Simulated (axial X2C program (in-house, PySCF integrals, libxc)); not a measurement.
## Low determinants of AlZr at the PBE0 level, 2c

Calculated with an axial X2C code built on PySCF integrals. Two-component (2c) means X2C with spin–orbit coupling and atomic mean-field two-electron Coulomb and Gaunt terms. Basis: Zr dyall-cv3z [11s12p9d6f3g], Al dyall-v3z [8s8p2d1f] (cores contracted in-house); Gaussian nuclei, density fitting, unrestricted open shells. Masses: Zr 89.905 u, Al 26.982 u.

Search at 2.623 Å (vertical energies from the lowest determinant):

```
ΔE (eV)    state  electrons beyond evenly filled partner blocks  electrons in ±ω = 1/2, 3/2, 5/2, 7/2
   0.00  Ω = 1/2                                        ω = 1/2                             37 14 2 0
   0.08  Ω = 9/2                      ω = 1/2, ω = 3/2, ω = 5/2                             37 13 3 0
   0.35  Ω = 3/2                                        ω = 3/2                             38 13 2 0
   0.40  Ω = 7/2                     ω = -1/2, ω = 3/2, ω = 5/2                             37 13 3 0
   0.61  Ω = 1/2                          2 × ω = -1/2, ω = 3/2                             38 13 2 0
   0.77  Ω = 5/2                                        ω = 5/2                             36 14 3 0
   0.77  Ω = 5/2                           2 × ω = 1/2, ω = 3/2                             38 13 2 0
```

Lowest determinant, Ω = 1/2 (⟨Sz⟩ = 2.50, ⟨Lz⟩ = -2.00 at PBE0): Re = 2.616 Å, ωe = 304.4 cm⁻¹.

The determinant in row 2 of the search, Ω = 9/2 (⟨Sz⟩ = 2.50, ⟨Lz⟩ = 2.00 at PBE0), was followed along the bond at PBE0; measured from the minimum of the lowest determinant it gives:

Te = 0.080 eV (643 cm⁻¹), Re = 2.616 Å, ωe = 304.5 cm⁻¹.

Problem. Compare the bond of the determinant in row 2 with that of the lowest one.

Solution. At PBE0 its Re is the same within 0.001 Å and its force constant, which goes as ωe², is 1.00 times that of the lowest determinant. T0 ≈ Te + Δωe/2 = 643 + (0) = 643 cm⁻¹.

The search compares states at one distance, so a state with another bond length can lie lower; it is not exhaustive and yields mostly the lowest determinant of each block pattern, so other components and higher states of one pattern are missing. These are energies of single determinants, not of spin-adapted states; PBE0 term energies can be off by some tenths of an eV, and the functional has no current term. The lowest determinant need not be the ground state where others lie within half an eV.
